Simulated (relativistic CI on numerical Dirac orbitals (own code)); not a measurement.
**d5 in a ligand field**

Computed with a parametric ligand-field model of a d^n configuration (Racah B and C, spin-orbit zeta, crystal field), exact diagonalisation.

Field parameters in Wybourne normalisation: Oh B⁴₀ = 21Dq, B⁴₄ = √(5/14) B⁴₀. The field is a parameter set, without covalency, and values of 10Dq over about 45,000 cm⁻¹ lie beyond real compounds.

B = 980 cm⁻¹, C = 4460 cm⁻¹ (C/B = 4.55), Oh, no spin-orbit coupling. Tanabe-Sugano data, E/B above the lowest term (Δ = |10Dq|; b, c mark the second and third term of a kind):

```csv
Δ/B,6A1,4T1,4T2,4T1(b),2T2,2A2
1.0,0.00,32.62,32.73,38.99,47.24,47.31
5.0,0.00,30.23,32.21,41.14,43.42,45.38
9.0,0.00,26.79,30.81,43.92,36.91,42.22
13.0,0.00,23.08,28.46,46.34,29.71,38.65
17.0,0.00,19.28,25.43,48.03,22.28,34.91
21.0,0.00,15.41,22.03,49.05,14.71,31.08
25.0,0.00,11.52,18.42,49.63,7.05,27.21
29.0,0.66,8.26,15.37,50.64,0.00,23.96
33.0,8.42,12.08,19.34,58.61,0.00,27.80
37.0,16.22,15.93,23.29,66.55,0.00,31.65
41.0,24.04,19.80,27.24,74.48,0.00,35.51
45.0,31.88,23.68,31.18,82.39,0.00,39.40
```

The ground term changes from 6A1 to 2T2 between Δ/B = 25.0 and 29.0.
